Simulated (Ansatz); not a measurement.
```yaml
crystal:
  periodic: [true, true, true]
  atoms:
    - {symbol: F, position_ang: [-0.870412, -2.007822, 1.959760]}
    - {symbol: Al, position_ang: [0.312429, -1.049354, 1.253079]}
    - {symbol: Cl, position_ang: [2.298027, -1.229516, 1.967210]}
    - {symbol: O, position_ang: [-0.201647, 0.627065, 1.254054]}
    - {symbol: C, position_ang: [-0.453090, 1.382266, 0.256953]}
    - {symbol: C, position_ang: [-0.344450, 0.867335, -1.115223]}
    - {symbol: C, position_ang: [-0.038129, -0.396236, -1.356658]}
    - {symbol: O, position_ang: [0.297137, -1.349880, -0.509373]}
    - {symbol: H, position_ang: [-0.712804, 2.403307, 0.435637]}
    - {symbol: H, position_ang: [-0.544433, 1.542412, -1.863448]}
    - {symbol: H, position_ang: [0.072229, -0.743272, -2.379666]}
basis:
  gaussian: {orbitals: x2c-TZVPPall}
total_charge: -1
magnetization: {spin_polarized: true, initial_magnetization: 1}
hamiltonian: {xc: {name: B97M-V}}
accuracy: high
```

```sh
$ ansatz run in.yaml --threads 4 --pin off --events-out ev --progress --plain --max-ram 11315MiB
```

Output, abridged:

```
Error: YAML parse error: error: line 2 column 3: crystal: missing field `lattice` (a structure is typed as `lattice` and `atoms`, a molecule's as `atoms` in Å alone, or read from a run's directory, `checkpoint`)
 --> <input>:2:3
1 | crystal:
2 |   periodic: [true, true, true]
3 |   atoms:
4 |     - {symbol: F, position_ang: [-0.870412, -2.007822, 1.959760]}
```

(1) What is wrong with this run?

## Answers

(1) The molecule is marked periodic without a cell. The input was rejected before any iteration.
